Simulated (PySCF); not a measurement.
## Two-photon absorption: `CB(C)C1=NC=CN=C1`, C₆H₉BN₂

Geometry:
| atom | x (Å) | y (Å) | z (Å) |
| --- | --- | --- | --- |
| C1 | -2.017 | -1.217 | 0.522 |
| B2 | -1.204 | -0.004 | -0.063 |
| C3 | -1.898 | 1.120 | -0.899 |
| C4 | 0.374 | 0.040 | 0.086 |
| C5 | 1.123 | -1.040 | 0.585 |
| N6 | 2.449 | -1.027 | 0.695 |
| C7 | 3.055 | 0.091 | 0.314 |
| C8 | 2.338 | 1.185 | -0.181 |
| N9 | 1.020 | 1.160 | -0.300 |
| H10 | -3.083 | -0.993 | 0.675 |
| H11 | -1.974 | -2.025 | -0.235 |
| H12 | -1.605 | -1.647 | 1.447 |
| H13 | -2.919 | 1.358 | -0.566 |
| H14 | -1.287 | 2.030 | -0.984 |
| H15 | -1.998 | 0.715 | -1.926 |
| H16 | 0.618 | -1.958 | 0.905 |
| H17 | 4.148 | 0.129 | 0.399 |
| H18 | 2.858 | 2.100 | -0.487 |

Computed, not measured: TDDFT CAM-B3LYP/aug-cc-pVDZ excited states, vertical, gas phase in PySCF. Geometry: PBE0-D3(BJ)/def2-SVP.

Task: How strongly do the lowest singlets absorb one photon, and two photons of half the energy?

Result: δ for parallel linear polarisation; σ at the peak of a Lorentzian of half width 0.1 eV, single beam; Ω is circular over linear.
| state | E (eV) | f | photon λ (nm) | δ (au) | σ (GM) | Ω | main |
| --- | --- | --- | --- | --- | --- | --- | --- |
| S1 | 3.64 | 0.002 | 681 | 0.13 | 0.00 | 1.01 | HOMO→LUMO 0.93 |
| S2 | 4.35 | 0.002 | 570 | 0.3 | 0.00 | 1.14 | HOMO→LUMO+1 0.92 |
| S3 | 5.18 | 0.218 | 478 | 46.5 | 0.46 | 0.90 | HOMO−1→LUMO 0.81, HOMO−1→LUMO+1 0.10 |
| S4 | 5.53 | 0.000 | 448 | 5.7 | 0.06 | 1.50 | HOMO−3→LUMO 0.54, HOMO−2→LUMO 0.26 |
| S5 | 5.79 | 0.010 | 429 | 4.43 | 0.05 | 1.01 | HOMO−2→LUMO 0.51, HOMO−3→LUMO 0.20 |
| S6 | 5.96 | 0.096 | 416 | 172 | 2.24 | 0.74 | HOMO−1→LUMO+1 0.56, HOMO−5→LUMO 0.14 |

Among these, the strongest one-photon state is S3, the strongest two-photon state S6, with a dipole change of 0.8 D (relaxed, norm of the difference vector).
